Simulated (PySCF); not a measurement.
A structure optimised at PBE-D3(BJ)/def2-SVP, used in a PySCF frequency run:

```
C
H 1 1.1100
H 1 1.1119 2 106.66
C 1 1.5302 2 111.42 3 122.24
H 4 1.1088 1 110.99 2 62.45
H 4 1.1094 5 107.76 1 122.27
H 4 1.1096 5 107.34 6 115.41
Ge 1 1.9662 2 106.67 3 -113.72
H 8 1.5516 1 112.99 2 51.73
H 8 1.5527 9 111.03 1 -127.23
Cl 8 2.1940 9 106.86 10 -115.54
```

Q: Write its SMILES and formula.

A: C[CH2][GeH2][Cl], C2H7ClGe

Q: What are its rotational constants (standard atomic weights)?

A: 4.5605, 2.4327, 1.7239 GHz
